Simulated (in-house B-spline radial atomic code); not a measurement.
**Excitations of O6+ by several methods**

Full response, energies in eV; labels give the largest channel, * marks a mixed state, a dash one above the method's threshold, and an imaginary frequency an unstable closed-shell reference. Computed with a B-spline radial code for spherical atoms: linear response of the closed shell 1s2 with each method's own kernel (bare exchange for TDHF, static screening on G0W0 levels for BSE, the adiabatic kernel for functionals); scalar-relativistic (spin-free one-electron X2C), finite nucleus, no spin-orbit coupling, no double excitations, S, P, D and F terms only.

```json
{"method": "TDHF", "1s → 2s 3S": "560.96", "1s → 2p 3P": "568.78", "1s → 2s 1S": "569.51", "α (bohr³)": "0.00264"}
{"method": "BSE on G0W0@HF", "1s → 2s 3S": "560.93", "1s → 2p 3P": "568.49", "1s → 2s 1S": "569.35", "α (bohr³)": "0.002635"}
{"method": "LDA VWN5", "1s → 2s 3S": "?", "1s → 2p 3P": "?", "1s → 2s 1S": "?", "α (bohr³)": "?"}
{"method": "PBE", "1s → 2s 3S": "543.64", "1s → 2p 3P": "552.42", "1s → 2s 1S": "551.00", "α (bohr³)": "0.002713"}
{"method": "PBE0", "1s → 2s 3S": "548.29", "1s → 2p 3P": "556.81", "1s → 2s 1S": "555.91", "α (bohr³)": "0.002693"}
{"method": "B3LYP (VWN-RPA)", "1s → 2s 3S": "541.29", "1s → 2p 3P": "550.58", "1s → 2s 1S": "552.55", "α (bohr³)": "0.002697"}
{"method": "CAM-B3LYP", "1s → 2s 3S": "540.90", "1s → 2p 3P": "550.39", "1s → 2s 1S": "552.10", "α (bohr³)": "0.002695"}
{"method": "LC-wPBE", "1s → 2s 3S": "542.25", "1s → 2p 3P": "551.45", "1s → 2s 1S": "549.42", "α (bohr³)": "0.002713"}
{"method": "wB97X", "1s → 2s 3S": "548.34", "1s → 2p 3P": "558.01", "1s → 2s 1S": "556.15", "α (bohr³)": "0.002674"}
{"method": "HSE06", "1s → 2s 3S": "548.39", "1s → 2p 3P": "556.87", "1s → 2s 1S": "556.02", "α (bohr³)": "0.002693"}
{"method": "BHandHLYP", "1s → 2s 3S": "544.98", "1s → 2p 3P": "554.23", "1s → 2s 1S": "557.73", "α (bohr³)": "0.002674"}
{"method": "BLYP", "1s → 2s 3S": "536.27", "1s → 2p 3P": "545.90", "1s → 2s 1S": "548.26", "α (bohr³)": "0.002709"}
{"method": "PBEsol", "1s → 2s 3S": "542.12", "1s → 2p 3P": "550.96", "1s → 2s 1S": "549.39", "α (bohr³)": "0.002727"}
{"method": "BP86", "1s → 2s 3S": "544.88", "1s → 2p 3P": "553.84", "1s → 2s 1S": "551.85", "α (bohr³)": "0.002703"}
{"method": "LDA exchange-only", "1s → 2s 3S": "538.91", "1s → 2p 3P": "547.74", "1s → 2s 1S": "546.29", "α (bohr³)": "0.002758"}
{"method": "B97-1", "1s → 2s 3S": "547.57", "1s → 2p 3P": "556.72", "1s → 2s 1S": "555.63", "α (bohr³)": "0.002692"}
{"method": "RPBE", "1s → 2s 3S": "?", "1s → 2p 3P": "?", "1s → 2s 1S": "?", "α (bohr³)": "?"}
{"method": "OLYP", "1s → 2s 3S": "535.04", "1s → 2p 3P": "545.13", "1s → 2s 1S": "547.12", "α (bohr³)": "0.002708"}
```

Task: What does RPBE give?

Result: 1s → 2s 3S: 543.68; 1s → 2p 3P: 552.55; 1s → 2s 1S: 551.06; α: 0.002708 (eV, bohr³).

Task: What does LDA VWN5 give?

Result: 1s → 2s 3S: 541.28; 1s → 2p 3P: 550.01; 1s → 2s 1S: 548.01; α: 0.002751 (eV, bohr³).
